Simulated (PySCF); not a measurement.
# Vertical excitation energies

Species: C7H13F.
SMILES: `C(C)(=C(CCF)C)C`

The calculation used TDDFT wB97X-D/def2-SVPD, vertical, gas phase, core orbitals frozen in the response in PySCF. One conformer (not necessarily the lowest) at the PBE0-D3(BJ)/def2-SVP geometry, without solvent, vibrations or thermal averaging. Torsions of this conformer, `[CH3:1][C:2]([CH3:3])=[C:4]([CH3:5])[CH2:6][CH2:7][F:8]`: C2–C4–C6–C7 95°, C4–C6–C7–F8 176°.

```tsv
state	E (eV)	E (kJ/mol)	λ (nm)	f	main configurations (H = HOMO, L = LUMO)
S1	6.42	619	193.1	0.088	H→L (90%)
S2	6.77	653	183.1	0.353	H→L+1 (91%)
S3	7.43	717	166.8	0.0046	H→L+2 (83%), H→L+3 (13%)
S4	7.68	741	161.4	0.0027	H→L+3 (69%), H→L+2 (11%)
S5	7.76	749	159.8	0.0010	H→L+4 (87%)
S6	7.98	770	155.3	0.037	H→L+5 (63%), H→L+7 (18%)
S7	8.17	789	151.7	0.0009	H-1→L+1 (36%), H-1→L (35%), H-2→L+1 (9%)
S8	8.37	808	148.1	0.0054	H→L+6 (51%), H→L+7 (37%)
S9	8.57	827	144.7	0.048	H→L+8 (85%)
S10	8.70	840	142.4	0.0017	H-4→L+1 (25%), H-4→L (22%), H-2→L (16%)
```

Triplets, Tamm–Dancoff:

```
state  E (eV)  λ (nm)  main configurations (H = HOMO, L = LUMO)
   T1    4.08   303.5                    H→L+1 (53%), H→L (41%)
   T2    6.49   190.9                    H→L (53%), H→L+1 (37%)
   T3    7.41   167.4                  H→L+2 (83%), H→L+3 (12%)
   T4    7.65   162.0                  H→L+3 (75%), H→L+2 (11%)
```

The lowest singlet lies at 6.42 eV (193 nm, vacuum ultraviolet) and is of moderate strength; its leading configuration is HOMO→LUMO (90%). The most intense listed level is S2 at 6.77 eV (183 nm, f = 0.353), 0.35 eV above S1. Löwdin shares by element: HOMO carbon 72% or more (atoms not listed hold the other 28%); LUMO carbon 46% or more (atoms not listed hold the other 54%). The listed states span 2.29 eV, and the widest gap between neighbours is 0.66 eV (S2 to S3). Weighted by f, the mean energy of these states is 6.99 eV. Of the 10 states listed, 4 reach f = 0.01 and none stays under 0.0005. The vertical ionisation energy is 8.44 eV (ΔSCF), so S9 and higher lie in the continuum; a finite Gaussian basis only mimics such states. The window holds the lowest 10 singlets.
